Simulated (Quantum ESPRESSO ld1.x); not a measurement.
The numbers below are computed, except where a source is named.
Q: The mean radii <r> (bohr) of the occupied orbitals of an atom or ion are listed with their occupations. Level of theory: Dirac Kohn-Sham, PW91, spin-unpolarised, spherical densities, point nucleus (ld1.x of Quantum ESPRESSO 7.5).

orbital  occ.      <r>
1s1/2       2  0.03423
2s1/2       1   0.1452
2p1/2       2   0.1231
2p3/2       4   0.1275

Name the element and its charge. Open shells, if any, are shared by 2j + 1.

A: Z = 43, technetium, charge +34: Tc34+ in [He] 2s1 2p6. The 1s radius gives Z: for a bare nucleus <r> = (2 gamma + 1)/(2Z) with gamma = sqrt(1 - (Z/c)^2), 0.03371 bohr for Z = 43, and screening makes it slightly larger (0.03423 here). The occupations add up to 9, and the charge is Z minus that.
